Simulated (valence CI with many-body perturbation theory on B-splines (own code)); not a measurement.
## Bi⁶⁷⁺ in brief

Level of theory: configuration interaction combined with many-body perturbation theory (CI+MBPT): six valence electrons over a frozen Dirac-Fock core [Ne], a basis of 9 s, 9 p, 8 d, 6 f, 3 g, 1 h functions for each j, with the one-electron correlation potential Σ1 (screened to all orders), the two-electron term Σ2, the three-electron term Σ3, Breit, model QED; selected single and double excitations, second order for the rest, scaled by the run's own slope (own B-spline code, finite nucleus).

The last digits are not significant, and no measured levels were compared; by estimate large intervals hold to a few tenths of a per cent, small ones and those within an open d or f shell to about a per cent. Among the levels kept, up to 1200 cm⁻¹ of a level comes from second order outside the variational space, and about a tenth of that is noise between levels of different J, which matters for small intervals.

Levels are named by their leading jj configuration (3d3/2^4 stands for four electrons in 3d with j = 3/2), which in mixed levels can hold well under half, so a name can repeat and another be missing.

Rates and lifetimes use the calculated energies. Strong lines usually hold to 10 to 20 %, long lifetimes can be off by a factor of two.

**Question.** What is the ground level?

**Answer.** (3s^2 3p1/2^2 3p3/2^2) J=2, composition 68 % 3s2 3p4 3P + 32 % 3s2 3p4 1D, g = 1.323.

**Question.** Among levels below 78.050 Ry, which E1 lines absorb most strongly from the ground level?

**Answer.** to (3s^2 3p1/2 3p3/2^2 3d3/2) J=2 at 1.334 nm, f = 0.280; to (3s^2 3p1/2 3p3/2^2 3d3/2) J=3 at 1.348 nm, f = 0.267; to (3s^2 3p1/2 3p3/2^2 3d3/2) J=1 at 1.323 nm, f = 0.176.

**Question.** How well does LS coupling describe the low levels?

**Answer.** Among the lowest 20 levels the leading LS term, summed over configurations, holds 49 % on average. For single configurations the figures are 48 % in LS and 96 % in jj coupling. Terms mix most in the J = 2 level at 52.688 Ry, where the leading one holds 23 %.

**Question.** Where does the other parity begin?

**Answer.** At (3s^2 3p1/2^2 3p3/2 3d3/2) J=2, 20.033 Ry.

**Question.** What is the ionisation energy?

**Answer.** 7875.7 eV; NIST lists 7870 ± 40 eV (theoretical).

**Question.** Name the longest-lived excited levels whose lifetime is computed, and their main decay.

**Answer.** (3s^2 3p1/2^2 3p3/2 3d3/2) J=0 at 20.804 Ry lives 272 ms, mostly by M2 to (3s^2 3p1/2^2 3p3/2^2) J=2; (3s^2 3p1/2^2 3p3/2^2) J=0 at 1.692 Ry lives 55.7 ms, mostly by E2 to (3s^2 3p1/2^2 3p3/2^2) J=2; (3s^2 3p1/2^2 3p3/2 3d5/2) J=4 at 30.420 Ry lives 75.0 ns, mostly by M1 to (3s^2 3p1/2^2 3p3/2 3d3/2) J=3.

**Question.** What are the static dipole polarisabilities of the lowest levels?

**Answer.** (3s^2 3p1/2^2 3p3/2^2) J=2 0.00180; (3s^2 3p1/2^2 3p3/2^2) J=0 0.00179 bohr³, of which the core gives 2.61e-05.
